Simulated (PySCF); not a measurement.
Job file and geometry (Å, from PBE0-D3(BJ)/def2-SVP) of an NMR shielding run on `C=C(F)[SiH2][CH2][AlH-]1[Cl+][AlH2-][Cl+]1`, C$_{3}$H$_{9}$Al$_{2}$Cl$_{2}$FSi, GIAO B97-2/pcSseg-1 NMR shielding, non-relativistic, gas phase in PySCF 2.14.0, density-fitted response routines; density fitting, a coarse starting grid and PySCF grid level 2 are the driver's defaults:

```
{"job": {"kind": "nmr", "xc": "B97-2", "basis": "pcSseg-1", "pop": false}, "charge": 0, "multiplicity": 1}
C      3.880023    -0.482635     0.474095
C      3.026015    -0.004507    -0.429478
F      3.358687     1.097369    -1.137003
Si     1.302732    -0.644197    -0.863592
C      0.069576     0.744580    -0.659623
Al    -1.715403     0.499346    -1.376640
Cl    -2.669719    -1.400363    -0.440297
Al    -4.085050    -0.086742     0.837410
Cl    -3.162832     1.809683    -0.113869
H      4.847417    -0.003133     0.649588
H      3.618589    -1.368978     1.054001
H      1.006000    -1.803132     0.030374
H      1.321938    -1.119471    -2.282728
H      0.505776     1.625260    -1.168358
H      0.005566     0.995465     0.413609
H     -2.168743     0.573683    -2.883784
H     -3.599906    -0.164997     2.335816
H     -5.550776    -0.260649     0.284057
```

Question: What does the program print?

Answer: 
```
coarse grid: 18048 points
cycle   1  E = -1914.2849492080  dE =  4.895e-01  |g| = 6.397e-01  |ddm| = 3.866e+00
cycle   2  E = -1914.2450009896  dE =  3.995e-02  |g| = 8.014e-01  |ddm| = 1.099e+00
cycle   3  E = -1914.3740376528  dE = -1.290e-01  |g| = 1.017e-01  |ddm| = 6.246e-01
cycle   4  E = -1914.3760743486  dE = -2.037e-03  |g| = 3.543e-02  |ddm| = 1.063e-01
cycle   5  E = -1914.3763379294  dE = -2.636e-04  |g| = 8.750e-03  |ddm| = 3.375e-02
cycle   6  E = -1914.3763543580  dE = -1.643e-05  |g| = 4.170e-03  |ddm| = 1.197e-02
cycle   7  E = -1914.3763587322  dE = -4.374e-06  |g| = 1.097e-03  |ddm| = 3.997e-03
final grid: 152776 points
cycle   8  E = -1914.4038166342  dE = -5.348e-05  |g| = 1.047e-02  |ddm| = 2.281e-02
cycle   9  E = -1914.4038133272  dE =  3.307e-06  |g| = 9.857e-03  |ddm| = 1.257e-02
cycle  10  E = -1914.4038265461  dE = -1.322e-05  |g| = 2.680e-03  |ddm| = 7.656e-03
cycle  11  E = -1914.4038275901  dE = -1.044e-06  |g| = 3.117e-04  |ddm| = 1.568e-03
cycle  12  E = -1914.4038276135  dE = -2.347e-08  |g| = 5.620e-05  |ddm| = 3.772e-04
cycle  13  E = -1914.4038276140  dE = -4.293e-10  |g| = 2.518e-05  |ddm| = 6.021e-05
converged SCF energy = -1914.4038276140

GIAO shielding tensors (ppm)
atom      isotropic    diamagn.    paramagn.     s11        s22        s33       span
  0 C       72.408     255.861    -183.453    -44.283    109.032    152.475    196.758
  1 C        7.377     261.101    -253.724    -99.677     47.826     73.983    173.660
  2 F      273.358     475.364    -202.006    146.991    262.981    410.102    263.111
  3 Si     406.829     882.357    -475.529    369.770    416.528    434.189     64.419
  4 C      191.609     260.924     -69.316    182.290    190.656    201.879     19.589
  5 Al     409.863     795.875    -386.012    332.433    360.096    537.060    204.627
  6 Cl     927.060    1153.024    -225.964    821.121    961.824    998.236    177.114
  7 Al     424.247     793.235    -368.988    362.913    383.870    525.957    163.044
  8 Cl     919.713    1151.372    -231.659    817.201    942.535    999.403    182.202
  9 H       25.866      26.843      -0.977     22.005     24.765     30.827      8.822
 10 H       26.200      31.739      -5.539     23.219     25.079     30.302      7.083
 11 H       27.166      32.212      -5.046     22.876     27.790     30.832      7.956
 12 H       27.046      29.561      -2.515     23.187     26.356     31.594      8.406
 13 H       31.418      32.538      -1.120     25.231     30.487     38.537     13.306
 14 H       31.585      35.994      -4.408     26.244     31.321     37.190     10.945
 15 H       26.869      28.101      -1.232     23.399     24.414     32.794      9.396
 16 H       26.849      29.028      -2.179     23.870     24.329     32.347      8.477
 17 H       26.847      26.548       0.299     23.716     24.028     32.797      9.081
```

Question: Turn these shieldings into chemical shifts. Referencing at the same level of theory: ¹³C (σref 183.69), ²⁹Si (σref 357.41), ¹H (σref 31.38) vs TMS; CFCl3 for ¹⁹F (σref 178.12); AlH4- for ²⁷Al (σref 495.78); ³⁵Cl (σref 937.79) against HCl.

Answer: Averaging equivalent atoms: C 1: 176.3; C 0: 111.3; C 4: -7.9; F 2: -95.2; Si 3: -49.4; Al 5: 85.9; Al 7: 71.5; Cl 6/8: 14; H 9: 5.51; H 10: 5.18; H 17: 4.53; H 16: 4.53; H 15: 4.51; H 11/12: 4.27; H 13/14: -0.13 ppm. Unscaled 19F shifts against computed CFCl3 carry errors that often reach 10 to 50 ppm.

Size and cost of the density-fitted run: 233 basis functions, 77 s wall time on 1 thread of an Arm Neoverse N1, shared host.
